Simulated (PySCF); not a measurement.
CH3Si (SMILES [CH]=[SiH2]), doublet, geometry from GFN2-xTB. Base run: PBE0/3-21G (PySCF).

Geometry (Å):
```xyz
5

C      1.1724    -0.5176     0.0629
Si    -0.4552     0.1658    -0.0227
H      2.0328     0.1563     0.0558
H     -1.1663     1.4566    -0.1102
H     -1.5278    -0.8278    -0.0060
```
Charge 0, spin multiplicity 2.
Orbitals are unrestricted.
All else is at PySCF's defaults.
Base energy -327.26723 Eh.

The base run was repeated with changes; each row names its change, and settings that it needs were set with it.

| change | ΔE vs base (mEh) | grid points | electrons on the grid |
|---|---|---|---|
| base | 0.000 | 62728 | 23.00000 |
| grids.level = 0 | 16.915 | 4576 | 23.00216 |
| grids.radi_method = gauss_chebyshev | 0.000 | 60952 | 23.00000 |
| grids.level = 2 | 0.001 | 39256 | 23.00000 |
| grids.atom_grid = (50, 194) | -0.014 | 32952 | 23.00000 |
| grids.prune = dft.gen_grid.sg1_prune | 0.001 | 25632 | 22.99994 |
| grids.atom_grid = (99, 590) | 0.000 | 161072 | 23.00000 |
| grids.atom_grid = (150, 974) | 0.000 | 402784 | 23.00000 |
| grids.level = 5 | 0.001 | 157152 | 23.00000 |
| grids.radi_method = delley | 0.000 | 66520 | 23.00000 |
| grids.atom_grid = (75, 302) | 0.001 | 72504 | 23.00000 |

Open shells are given as the SCF converged; they aren't shown to be the lowest states, and a large step between rows can be another state.
